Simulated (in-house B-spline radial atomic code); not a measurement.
Spin-orbit splittings of orbital energies (j = l + 1/2 less j = l - 1/2) and ratios of mean radii (lower j over upper j) along the 17-electron series, configuration [Ne] 3s2 3p5. Computed with an all-electron radial atomic-structure program (B-spline basis): Dirac-Hartree-Fock, average of the configuration, finite nuclei.

```csv
ion,Z,splitting of 3p (eV),radius ratio of 3p,splitting of 2p (eV),radius ratio of 2p
Eu46+,63,165.79,0.95676,663.54,0.92389
Gd47+,64,178.59,0.95525,712.42,0.92126
Tb48+,65,192.18,0.9537,764.16,0.91857
Dy49+,66,206.58,0.95212,818.89,0.91583
Ho50+,67,221.84,0.9505,876.75,0.91303
Er51+,68,237.99,0.94885,937.88,0.91017
Tm52+,69,255.09,0.94716,1002.44,0.90725
Yb53+,70,273.17,0.94543,1070.58,0.90428
Lu54+,71,292.27,0.94366,1142.47,0.90124
Hf55+,72,312.46,0.94186,1218.27,0.89814
Ta56+,73,333.77,0.94001,1298.16,0.89497
W57+,74,356.26,0.93813,1382.34,0.89175
Re58+,75,379.98,0.9362,1470.99,0.88845
Os59+,76,405,0.93423,1564.31,0.88509
Ir60+,77,431.37,0.93222,1662.53,0.88167
Pt61+,78,459.15,0.93016,1765.86,0.87817
Au62+,79,488.41,0.92806,1874.53,0.8746
Hg63+,80,519.21,0.92592,1988.79,0.87097
Tl64+,81,551.64,0.92372,2108.89,0.86725
Pb65+,82,585.76,0.92148,2235.1,0.86347
```

**Question.** With what power of Z does the column «splitting of 3p (eV)» change over this range?

**Answer.** A fit of the logarithm of its size against log Z from Z = 63 to 82 has slope 4.79. An unscreened hydrogenic electron would give 4 at low Z; screening makes the apparent power larger near the neutral end, and relativity raises it again at high Z.
